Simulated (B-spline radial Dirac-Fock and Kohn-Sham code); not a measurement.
# Re⁵⁺: eigenvalues, ΔSCF and the reference

System: Re⁵⁺, configuration [Xe] 4f14 5d2.

The density-functional columns are spherical, spin-unpolarised Dirac-Kohn-Sham results without Breit or QED terms: −ε is minus the orbital energy of the initial state and ΔSCF the difference of two total energies. The reference in the last column comes from ΔSCF Dirac-Fock with Breit, self-energy and vacuum polarisation, finite nucleus, configuration average. All numbers are from a radial atomic solver, in eV; a selection of levels is shown. The Kohn-Sham columns are given as differences from the reference. For the 1s level of heavy atoms much of the gap between ΔSCF and the reference is the Breit and QED part, -365.3 eV here; for other levels the error of the functional can be larger.

```
level  PBE −ε − DF  PBE ΔSCF − DF  LDA −ε − DF  LDA ΔSCF − DF  Dirac-Fock
    K       -154.2         +414.9       -213.5         +353.6     71747.7
   L1       -154.9          -49.5       -163.5          -57.8     12610.5
   L2       -111.1          +24.5       -115.0          +20.7     12034.6
   L3       -127.3          -11.1       -129.6          -13.2     10611.2
   M1        -84.3          -52.4        -86.7          -54.6      3014.7
   M2        -67.9          -33.7        -68.8          -34.5      2760.2
   M3        -67.7          -36.5        -68.1          -36.9      2447.2
   M4        -46.5           -9.3        -46.3           -9.0      2025.3
   M5        -47.8          -11.7        -47.6          -11.4      1958.7
   N1        -46.5          -30.5        -47.6          -31.5       706.1
   N2        -39.3          -23.4        -39.8          -23.8       599.5
   N3        -39.2          -23.9        -39.8          -24.5       526.4
   N4        -27.5          -12.4        -27.5          -12.4       351.2
   N5        -27.5          -12.6        -27.5          -12.6       337.7
   N6        -11.2           +2.7        -10.8           +3.2       115.5
   N7        -11.3           +2.5        -10.9           +2.9       113.1
   O1        -13.9           -4.1        -13.6           -3.8       158.7
   O2         -8.6           +0.6         -8.2           +1.0       122.7
   O3         -8.5           +0.2         -8.2           +0.6       111.0
 O4,5         -6.2           +1.0         -5.9           +1.3       65.74
```

Values without a named source are computed, but for edge energies of neutral atoms, which are taken from tables.
